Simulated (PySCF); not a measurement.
Computed Raman spectrum (relative Raman activity) of a molecule Cl2FH3Si2. Coordinates come from a r2SCAN-D4/def2-SVP optimisation. Other conformers were not sampled. Method: r2SCAN-D4/def2-SVP run with PySCF. Frequencies are harmonic and unscaled.

Lines under 2 % of the strongest are left out, and lines within 2 cm⁻¹ are merged.

```csv
ν (cm⁻¹),relative intensity
396,5.5
508,5.1
513,3.7
904,2.6
924,9.0
928,8.1
2227,100
2243,86
```

Problem. Which structure fits?
A) F[SiH2][SiH](Cl)Cl
B) F[Si]([SiH3])(Cl)Cl
C) F[Si@H](Cl)[SiH2]Cl

Solution. B, F[Si]([SiH3])(Cl)Cl
